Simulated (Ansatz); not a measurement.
Ansatz (a quantum-chemistry and plane-wave program) input (B3LYP-D3(BJ)/def2-TZVP):

Ansatz 0.2 input:
```yaml
crystal:
  periodic: [false, false, false]
  atoms:
    - {symbol: Si, position_ang: [-0.19655511, -0.50460745, -0.15802191]}
    - {symbol: N, position_ang: [-1.34841473, 0.56228431, 0.38942517]}
    - {symbol: Si, position_ang: [-2.98701884, 0.44637291, 0.70101781]}
    - {symbol: N, position_ang: [1.30623943, 0.43980516, -0.23467444]}
    - {symbol: Si, position_ang: [2.87140170, -0.10946502, -0.52910427]}
    - {symbol: H, position_ang: [0.15914095, -1.69707391, 0.67204968]}
    - {symbol: H, position_ang: [-0.28470125, -1.08495470, -1.52967327]}
    - {symbol: H, position_ang: [-3.41874050, -0.48362088, 1.79044082]}
    - {symbol: H, position_ang: [-3.88305041, 0.03885788, -0.42479816]}
    - {symbol: H, position_ang: [-3.47442335, 1.78537948, 1.12213368]}
    - {symbol: H, position_ang: [1.18834175, 1.34525938, 0.18481919]}
    - {symbol: H, position_ang: [3.42903239, -1.07964714, 0.44369971]}
    - {symbol: H, position_ang: [2.97433200, -0.76443134, -1.84535657]}
    - {symbol: H, position_ang: [3.78402969, 1.05332795, -0.51825433]}
basis:
  gaussian:
    orbitals: def2-TZVP
hamiltonian:
  xc: b3lyp
  dispersion: d3bj
total_charge: -1
relax: {f_tol: 0.002, max_steps: 150}
```

End of the output:

```
relax step  36: F+E_penalty+E_count = -26767.58813782 eV  Δ(F+E_penalty+E_count) = -2.651e-6 eV  max|allowed force component| = 4.576e-3 eV/Å  Δτ_max = 0.0043 Å  (24 SCF iters, accepted)
these checks for a lower state are left out or cut short: starts, cluster_reference, orbital_swaps, neighbouring_geometries, increment
integrals: 0.18 GiB planned
1489 factors; their error is unknown
0.28 GiB of the device are held for the grids
1.25 GiB of device memory are held for the factors and their scratch space
mean field: 1.13 GiB planned
mean field -26766.98267732 eV, -983.6684700791 hartree, gradient 1.8e-5 eV, S^2 0.000000; 0 other end points of the search recorded, 0 dependent functions left out
the calculation of the forces begins
reference -26766.98303165 eV, -983.6684831005 hartree; 33, 33 occupied and 194, 194 virtual orbitals, 1489 factors
relax step  37: F+E_penalty+E_count = -26767.58814032 eV  Δ(F+E_penalty+E_count) = -2.494e-6 eV  max|allowed force component| = 4.294e-3 eV/Å  Δτ_max = 0.0045 Å  (24 SCF iters, accepted)
these checks for a lower state are left out or cut short: starts, cluster_reference, orbital_swaps, neighbouring_geometries, increment
integrals: 0.18 GiB planned
1489 factors; their error is unknown
0.28 GiB of the device are held for the grids
1.25 GiB of device memory are held for the factors and their scratch space
mean field: 1.13 GiB planned
mean field -26766.98267625 eV, -983.6684700396 hartree, gradient 8.0e-6 eV, S^2 0.000000; 0 other end points of the search recorded, 0 dependent functions left out
the calculation of the forces begins
reference -26766.98303057 eV, -983.6684830608 hartree; 33, 33 occupied and 194, 194 virtual orbitals, 1489 factors
relax step  38: F+E_penalty+E_count = -26767.58814170 eV  Δ(F+E_penalty+E_count) = -1.378e-6 eV  max|allowed force component| = 1.304e-3 eV/Å  Δτ_max = 0.0030 Å  (24 SCF iters, accepted)
integrals: 0.18 GiB planned
1489 factors; their error is unknown
0.28 GiB of the device are held for the grids
1.25 GiB of device memory are held for the factors and their scratch space
mean field: 1.13 GiB planned
mean field -26766.98267625 eV, -983.6684700396 hartree, gradient 8.9e-6 eV, S^2 0.000000; 1 other end points of the search recorded, 0 dependent functions left out
the calculation of the forces begins
reference -26766.98303057 eV, -983.6684830608 hartree; 33, 33 occupied and 194, 194 virtual orbitals, 1489 factors
Total energy: -26767.58849602 eV, -983.6907335056 hartree
Atom 0 at    -0.198887    -0.602309    -0.334819 Å, force    -0.000848    -0.001099     0.000542 eV/Å
Atom 1 at    -1.359144     0.097582     0.572027 Å, force    -0.000862    -0.000681    -0.001235 eV/Å
Atom 2 at    -2.946922     0.429362     0.827558 Å, force     0.000036    -0.000765     0.001304 eV/Å
Atom 3 at     1.256416     0.418386    -0.427198 Å, force    -0.001048    -0.000277    -0.000871 eV/Å
Atom 4 at     2.885754    -0.058864    -0.394718 Å, force     0.000938    -0.000417    -0.000316 eV/Å
Atom 5 at     0.389628    -1.905551     0.156409 Å, force    -0.000502     0.000932    -0.000351 eV/Å
Atom 6 at    -0.567118    -0.915752    -1.763779 Å, force     0.000269     0.000092     0.000662 eV/Å
Atom 7 at    -3.658754    -0.470806     1.811068 Å, force     0.000287     0.000104    -0.000681 eV/Å
Atom 8 at    -3.868038     0.391739    -0.373239 Å, force     0.000660     0.000445     0.000714 eV/Å
Atom 9 at    -3.202898     1.802431     1.399555 Å, force    -0.000064     0.000051    -0.000735 eV/Å
Atom 10 at     1.049581     1.381138    -0.199918 Å, force     0.001266     0.001119     0.000447 eV/Å
Atom 11 at     3.394084    -0.606807     0.901367 Å, force    -0.000016     0.000251    -0.000060 eV/Å
Atom 12 at     3.173983    -1.115896    -1.403162 Å, force    -0.000156     0.000328     0.000492 eV/Å
Atom 13 at     3.771930     1.102834    -0.707447 Å, force     0.000040    -0.000084     0.000089 eV/Å
Dipole moment:     0.887666     0.159017    -0.211981 e Å
```

It need not be the lowest isomer of its formula. Whether it binds its extra electron was not tested at this geometry.
